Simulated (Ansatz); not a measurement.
Computed with Ansatz on PBE0-D4/def2-TZVP structures; ΔE is electronic, products minus reactants. CCSD(T)/CBS adds triple-zeta CCSD(T) − MP2 to the extrapolated MP2 energy (def2 sets, frozen cores). DFT in def2-TZVPP. B3LYP here is the variant with VWN-RPA as its local correlation; programs differ in this. Elements past krypton have def2 core potentials. For Cd, Ge outer-core shells are correlated without core-valence functions, which leaves a few kJ/mol of doubt a bond. Scalar relativity is left out up to krypton. One conformer a species, not always the lowest.

`CS[BH][GeH3]` + `[NH2][Cd][NH2]` → `N[BH][GeH3]` + `C[S][Cd][NH2]`  (redistribution)

```
             level  ΔE (kcal/mol)  difference from CCSD(T)/CBS
         r2SCAN-D4          -28.5                          0.4
           PBE0-D4          -29.7                         -0.8
          B3LYP-D4          -30.1                         -1.2
           ωB97M-V          -30.4                         -1.5
            B2PLYP          -29.3                         -0.4
               PBE          -27.8                          1.1
              PBE0          -29.8                         -0.9
             B3LYP          -30.4                         -1.5
     HF/def2-TZVPP          -35.4                         -6.5
   CCSD/def2-TZVPP          -29.1                         -0.2
CCSD(T)/def2-TZVPP          -27.9                          1.0
     HF/def2-QZVPP          -35.3                         -6.4
    MP2/def2-QZVPP          -27.9                          1.0
SCS-MP2/def2-QZVPP          -28.7                          0.2
      HF/CBS(def2)          -35.2                         -6.3
    CCSD/CBS(def2)          -30.1                         -1.2
       CCSD(T)/CBS          -28.9                            0
```

Largest T1 diagnostic among the species: 0.014.

In def2-TZVPP, CCSD(T) changes the Hartree–Fock value by +7.5 kcal/mol (the triples alone add +1.2 kcal/mol) and MP2 by +8.0 kcal/mol. From PBE to PBE0 (25 % exact exchange), in def2-TZVPP and without D4, ΔE moves by −2.0 kcal/mol.
